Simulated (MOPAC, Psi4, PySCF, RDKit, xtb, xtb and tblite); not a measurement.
Two geometries of SMILES Cl[SiH2][SiH2]c1ccccc1 (C₆H₉ClSi₂), relaxed at GFN2-xTB with one dihedral held; other torsions can differ between them too.

Structure A

```
18

Cl     4.9088     0.3995    -0.4589
Si     2.9535     0.9129    -0.2573
Si     1.6135    -0.9812    -0.2882
C      2.6764    -2.5292    -0.4934
C      2.9656    -3.3638     0.5817
C      3.7934    -4.4617     0.4323
C      4.3526    -4.7439    -0.8023
C      4.0778    -3.9236    -1.8839
C      3.2498    -2.8279    -1.7266
H      2.6788     1.8554    -1.3446
H      2.8739     1.6880     0.9829
H      0.6505    -0.9425    -1.3994
H      0.8329    -1.1301     0.9481
H      2.5330    -3.1497     1.5492
H      4.0050    -5.0979     1.2800
H      5.0014    -5.5995    -0.9216
H      4.5130    -4.1382    -2.8496
H      3.0422    -2.1912    -2.5760
```

Structure B

```
18

Cl     4.9146     0.4330    -0.5684
Si     2.9713     0.9293    -0.2509
Si     1.6345    -0.9652    -0.2759
C      2.1679    -2.1744     1.0745
C      1.3719    -2.4273     2.1875
C      1.7874    -3.2935     3.1827
C      3.0155    -3.9249     3.0825
C      3.8226    -3.6848     1.9826
C      3.4010    -2.8174     0.9922
H      2.6445     1.9001    -1.2980
H      2.9671     1.6677     1.0149
H      1.6830    -1.6828    -1.5596
H      0.2294    -0.6099    -0.0332
H      0.4112    -1.9390     2.2716
H      1.1531    -3.4773     4.0383
H      3.3428    -4.6017     3.8583
H      4.7825    -4.1742     1.8993
H      4.0393    -2.6347     0.1389
```

Task: Which is lower in energy at the level B3LYP-D3(BJ)/def2-SVP // GFN2-xTB in Psi4 1.11, and by how much?

Result: B is lower, by 5.32 kJ/mol (dihedral Cl1–Si2–Si3–C4: 0° in A, 60° in B).

E(B) − E(A) in kJ/mol at the other levels, on the same two geometries: GFN2-xTB (xtb and tblite) -0.25; MMFF94 // GFN2-xTB (RDKit) -8.72; B3LYP/def2-SVP // GFN2-xTB (Psi4) -6.43; PBE/def2-SVP // GFN2-xTB (Psi4) -6.15; PBE-D3(BJ)/def2-SVP // GFN2-xTB (Psi4) -5.47; UFF // GFN2-xTB (RDKit) -4.19; PM6, restricted, heats of formation // GFN2-xTB (MOPAC) -3.27; AM1, restricted, heats of formation // GFN2-xTB (MOPAC) -1.30; GFN1-xTB // GFN2-xTB (xtb) -1.11; restricted B3LYP/6-31G*, spherical d, density fitting // GFN2-xTB (PySCF) -5.86; restricted M06-2X/6-31G*, spherical d, density fitting // GFN2-xTB (PySCF) -4.90.
